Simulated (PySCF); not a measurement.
# Electron correlation in Mn²⁺ (manganese, charge +2)

[Ar] 3d5, high-spin 6S determinant. All numbers are calculated (PySCF 2.14, the non-relativistic Hamiltonian (point nucleus), in aug-cc-pVDZ). Frozen: [Ar]; 5 electrons correlated.

| level | correlation energy (mhartree) |
| --- | --- |
| CCSD | -59.30 |
| (T) | -0.51 |
| CCSD(T) | -59.81 |

Diagnostics: T1 = 0.0054, D1 = 0.0076, largest double amplitude 0.026.

Problem. Is a single reference adequate?

Solution. Yes: T1 lies below 0.03 and no double amplitude reaches 0.07.
